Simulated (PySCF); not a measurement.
C4H5, SMILES C([CH2])#CC, multiplicity 2.

Geometry: ωB97X-D3(BJ)/def2-SVP.

Method: TDA-PBE/def2-SVPD run with PySCF.

Vertical excitations. Gas-phase values at a fixed geometry.

Computed lowest excited states:
| state | energy (eV) | λ (nm) | f | main pairs |
|---|---|---|---|---|
| root 1 | 2.94 | 421 | 0.000 | β HOMO→LUMO 99 % |
| root 2 | 4.20 | 295 | 0.038 | α HOMO→LUMO+3 14 %, β HOMO−1→LUMO 81 % |
| root 3 | 4.62 | 268 | 0.000 | α HOMO→LUMO+1 97 % |
| root 4 | 4.64 | 267 | 0.001 | α HOMO→LUMO 98 % |
| root 5 | 5.22 | 237 | 0.003 | α HOMO→LUMO+2 100 % |
| root 6 | 5.39 | 230 | 0.002 | α HOMO−1→LUMO+1 44 %, β HOMO→LUMO+2 53 % |
| root 7 | 6.09 | 204 | 0.117 | α HOMO→LUMO+3 69 %, α HOMO−1→LUMO+1 14 %, β HOMO→LUMO+2 7 %, β HOMO−1→LUMO 6 % |
| root 8 | 6.23 | 199 | 0.000 | α HOMO−1→LUMO 36 %, β HOMO→LUMO+1 63 % |
| root 9 | 6.34 | 195 | 0.001 | α HOMO−1→LUMO 63 %, β HOMO→LUMO+1 37 % |
| root 10 | 6.48 | 191 | 0.009 | α HOMO→LUMO+4 100 % |
Unrestricted roots are not spin-pure.
